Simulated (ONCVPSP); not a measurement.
# What one change does to a pseudopotential (Be, ONCV)

```json
{"Element": "beryllium (Be)", "Generator": "ONCVPSP 4.0.1", "Type": "optimised norm-conserving Vanderbilt (ONCV)", "Functional": "LDA (Perdew-Wang 92)", "Relativity": "non-relativistic", "Frozen core": "[He]", "Valence charge": "2", "Reference configuration": "2s1 2p1", "Partial waves": "2s: rc 1.45 bohr, ncon 4, nbas 7, qcut 5.2 1/bohr, 2 projectors, debl 0.4 Ha; 2p: rc 3.70 bohr, ncon 4, nbas 8, qcut 3.4 1/bohr, 1 projector", "Local potential": "polynomial inside 1.25 bohr (lpopt 5, dvloc0 6 Ha)", "Core correction": "Teter function fitted to the true core (icmod 2), fcfact 0.35"}
```

All-electron outer shells of the reference configuration (LDA (PZ), non-relativistic, ld1.x):

```tsv
shell	level (eV)	outermost node (bohr)	outermost maximum (bohr)
1s	-106.22	–	0.27
2s	-6.14	0.60	2.02
2p	-2.60	–	2.23
```

Change: all radii but the core radius scaled by about 1.09 (s 1.58, p 4.02 bohr); local potential polynomial inside 1.36 bohr (lpopt 5, dvloc0 6 Ha).

Cutoffs: the cutoffs (Ha) at which the residual kinetic energy of the hardest occupied pseudo-wave falls to 1 and 0.1 mHa per electron; they do not see the model core or the augmentation charge, which bear on the density cutoff. Errors are all-electron minus pseudo energies relative to the spin-unpolarised reference configuration.

Q: What does the change do?

A: The potential gets neither clearly harder nor softer (6.4 Ha and 9.3 Ha → 6.8 Ha and 9.3 Ha); the bound ghost in s disappears; of the 4 tests that both files solve, the error grows in 4 and shrinks in 0 by more than 15 % and 0.3 meV (median size 29.5 → 35.9 meV). More of the atom is replaced by a form fitted at one configuration, so other configurations suffer.

```tsv
quantity	base	changed
cutoff, loose	6.4 Ha	6.8 Ha
cutoff, tight	9.3 Ha	9.3 Ha
loose cutoff by channel	s 6.4 Ha, p 3.5 Ha	s 6.8 Ha, p 3.3 Ha
bound ghosts	s	none
GHOST(+) flags under 300 eV	none	none
error for 2s2 2p0, meV [ΔE -3.52 eV]	-13	-16
error for 2s1 2p0, meV [ΔE 6.00 eV]	+56	+69
error for 2s1.5 2p0, meV [ΔE 0.23 eV]	+15	+19
error for 2s0 2p1, meV [ΔE 9.81 eV]	-44	-53
rms error of d²Exc/dni dnj with the model core, mHa	1.11	1.08
```

 A true bound ghost makes a file unfit for plane-wave use even where its test errors are small: the radial tests pick states by their node count and pass the ghost by.
